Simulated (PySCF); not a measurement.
Electron correlation in Al⁺ (aluminium, charge +1)

[Ne] 3s2, closed-shell 1S. Computed with PySCF 2.14 in x2c-QZVPPall with one added diffuse shell each of s, p, d, f type (10s7p5d3f1g, 86 functions), with scalar relativity by spin-free X2C-1e. Frozen: [Ne]; 2 electrons correlated.

With two correlated electrons CCSD is exact within the correlated space (frozen core and kept virtual orbitals).

```tsv
level	correlation energy (mhartree)
CCSD	-40.26
```

Diagnostics: T1 = 0.0095, D1 = 0.0134, largest double amplitude 0.109.

Cost of the coupled-cluster step: about 3 core-seconds, for 2 correlated electrons.
